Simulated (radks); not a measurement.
The numbers below are computed, except where a source is named.
Question: These are the eigenvalues of the occupied orbitals of an atom or ion with whole-number occupations (hartree). Code: a radial shooting solver on a logarithmic mesh with Libxc functionals. Model: Dirac Kohn-Sham, LB94 model potential, spin-unpolarised, spherical densities, finite nucleus; Fermi nuclear charge, rms radius of each element as measured or else 0.836 A^(1/3) + 0.57 fm.

orbital  eigenvalue
1s1/2     -912.4318
2s1/2     -183.1661
2p1/2     -174.7765
2p3/2     -169.2615
3s1/2     -70.85398
3p1/2     -67.95276

Which element is it, and in what charge state? The configuration may be excited. Open shells, if any, fill j = l - 1/2 first.

Answer: Z = 45, rhodium, charge +31: Rh31+ in [Ne] 3s2 3p2. The list shows which subshells hold electrons but not how many an open one holds; the 1s level, -912.43 hartree, gives Z - s = 42.7 by -(Z - s)^2/2, which with screening and relativity narrows Z to a few neighbours, and the depths of the outer levels then fix element, charge and occupations together.
